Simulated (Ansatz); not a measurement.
Ansatz (a program for electronic structure) input (RI-MP2/cc-pVTZ):
A basis named .json is the Basis Set Exchange file of that set.

Ansatz 0.2 input:
```yaml
crystal:
  periodic: [false, false, false]
  atoms:
    - {symbol: Ga, position_ang: [-0.00000000, -0.00000000, -0.05281953]}
    - {symbol: H, position_ang: [0.00000000, 0.00000000, 1.63740538]}
basis:
  gaussian:
    orbitals: cc-pVTZ
    fitting: {mean_field: def2-universal-jkfit, correlation: cc-pVTZ-RIFIT.json}
total_charge: 1
magnetization: {spin_polarized: true, initial_magnetization: 1}
correlation: {method: mp2, electrons: outside_noble_gas}
```

Output:

```
Functional definition: HF
integrals: 0.01 GiB planned
284 factors; integrals over basis functions are off by at most 1.2e0 eV
196 factors; integrals over basis functions are off by at most 1.3e2 eV
mean field: 0.09 GiB planned
mean field evaluation 1: about -52342.3447 eV, gradient 6.2e0 eV
mean field evaluation 2: about -52342.8001 eV, gradient 2.3e0 eV
mean field evaluation 4: about -52342.8990 eV, gradient 3.8e-1 eV
mean field evaluation 8: about -52342.9007 eV, gradient 9.9e-7 eV
mean field -52342.90071466 eV, -1923.5661219713 hartree, gradient 9.9e-7 eV, S^2 0.796459; 0 other end points of the search recorded, 0 dependent functions left out
14 core orbitals not correlated
reference -52342.90071466 eV, -1923.5661219713 hartree; 2, 1 occupied and 41, 42 virtual orbitals, 196 factors
second order -0.85322388 eV of doubles, -0.00000000 eV of singles
Total energy: -52343.75393854 eV, -1923.5974773706 hartree
```
